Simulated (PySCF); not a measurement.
# Stretching KB⁺

Set-up: K aug-pcseg-1, B aug-pcseg-1; no relativity (PySCF 2.14). Energies in eV from K⁺ + B in their ground configurations at the same level. State: ²Σ⁺ (doublet), unpaired electrons σ ↑.

All columns are TPSSh. A positive dipole points towards B; it is taken about the centre of mass and depends on that origin.

```json
{"R (Å)": "2.907", "E (eV)": "-0.241", "μ (D)": "-1.51", "Mulliken charge on K (basis-dependent)": "1.07", "HOMO (eV)": "-9.92", "LUMO (eV)": "-7.65", "Mayer bond order": "-0.16", "⟨S²⟩": "0.75"}
{"R (Å)": "3.042", "E (eV)": "-0.308", "μ (D)": "-1.62", "Mulliken charge on K (basis-dependent)": "1.05", "HOMO (eV)": "-9.81", "LUMO (eV)": "-7.51", "Mayer bond order": "-0.10", "⟨S²⟩": "0.75"}
{"R (Å)": "3.177", "E (eV)": "-0.342", "μ (D)": "-1.74", "Mulliken charge on K (basis-dependent)": "1.03", "HOMO (eV)": "-9.68", "LUMO (eV)": "-7.38", "Mayer bond order": "-0.04", "⟨S²⟩": "0.75"}
{"R (Å)": "3.279", "E (eV)": "-0.354", "μ (D)": "-1.84", "Mulliken charge on K (basis-dependent)": "1.01", "HOMO (eV)": "-9.59", "LUMO (eV)": "-7.28", "Mayer bond order": "0.00", "⟨S²⟩": "0.75"}
{"R (Å)": "3.380", "E (eV)": "-0.357", "μ (D)": "-1.95", "Mulliken charge on K (basis-dependent)": "1.00", "HOMO (eV)": "-9.49", "LUMO (eV)": "-7.19", "Mayer bond order": "0.03", "⟨S²⟩": "0.75"}
{"R (Å)": "3.481", "E (eV)": "-0.354", "μ (D)": "-2.06", "Mulliken charge on K (basis-dependent)": "0.99", "HOMO (eV)": "-9.39", "LUMO (eV)": "-7.09", "Mayer bond order": "0.06", "⟨S²⟩": "0.75"}
{"R (Å)": "3.617", "E (eV)": "-0.343", "μ (D)": "-2.21", "Mulliken charge on K (basis-dependent)": "0.97", "HOMO (eV)": "-9.25", "LUMO (eV)": "-6.97", "Mayer bond order": "0.08", "⟨S²⟩": "0.75"}
{"R (Å)": "3.786", "E (eV)": "-0.323", "μ (D)": "-2.42", "Mulliken charge on K (basis-dependent)": "0.96", "HOMO (eV)": "-9.08", "LUMO (eV)": "-6.83", "Mayer bond order": "0.11", "⟨S²⟩": "0.75"}
{"R (Å)": "3.988", "E (eV)": "-0.293", "μ (D)": "-2.68", "Mulliken charge on K (basis-dependent)": "0.96", "HOMO (eV)": "-8.89", "LUMO (eV)": "-6.66", "Mayer bond order": "0.12", "⟨S²⟩": "0.75"}
{"R (Å)": "4.259", "E (eV)": "-0.253", "μ (D)": "-3.04", "Mulliken charge on K (basis-dependent)": "0.95", "HOMO (eV)": "-8.64", "LUMO (eV)": "-6.45", "Mayer bond order": "0.11", "⟨S²⟩": "0.75"}
```

A fit through these points gives, at Re = 3.372 Å, μ = -1.94 D and dμ/dR = -1.06 D/Å; the reduced mass is 8.584 u.

**Question.** How strong is the fundamental in the double-harmonic approximation, I = 42.26·(dμ/dR)²/μred km/mol?

**Answer.** I = 42.26·(-1.06)²/8.584 = 5.53 km/mol at TPSSh.

The bond is weak. Basis-set superposition, not corrected here, can be much of De in a small basis, most of all at correlated wavefunction levels. For an ion De counts to the pair picked by the measured ionisation energies or electron affinities, which need not be the lowest pair at this level. The state is the lowest determinant that a PBE0 search found; another state may lie lower at other levels.
